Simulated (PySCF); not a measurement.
States of one metal complex from SC-NEVPT2 in the d shell, PySCF, above the ground state:

```
2S+1  degeneracy  energy / cm⁻¹  f (electric dipole)
   4           1              0                    –
   4           2           1863                    0
   4           2           3459                    0
   4           2           4883                    0
   4           2          11917                    0
   2           2          13165                    –
   2           2          13668                    –
   2           2          13825                    –
   2           1          14614                    –
   2           2          15047                    –
   2           2          15756                    –
   2           2          16041                    –
```

Problem. Which of these complexes, all computed at model or optimised geometries, gave the data?
A. VBr2 (d3, linear)
B. [Co(NH3)6]2+ (d7, octahedral)
C. [Co(SH)4]2- (d7, tetrahedral)
D. CoF2 (d7, linear)

Solution. A. VBr2 (d3, linear) has 4Σg-, then 4Πg at 1863, 4Φg at 3459 cm⁻¹ (NEVPT2). The others: [Co(NH3)6]2+ (d7, octahedral) has 4Ag (from 4T1g), then 4Eg (from 4T1g) at 28, 2Eg at 8680 cm⁻¹ (NEVPT2); [Co(SH)4]2- (d7, tetrahedral) has 4B (from 4A2), then 4E (from 4T2) at 2798, 4B (from 4T2) at 6126 cm⁻¹ (NEVPT2); CoF2 (d7, linear) has 4Φg, then 4Σg- at 371, 4Δg at 978 cm⁻¹ (NEVPT2).

On VBr2: NEVPT2 lifts 4Δg from 2399 to 4883 cm⁻¹; on the d shell alone such lifts tend to overshoot.
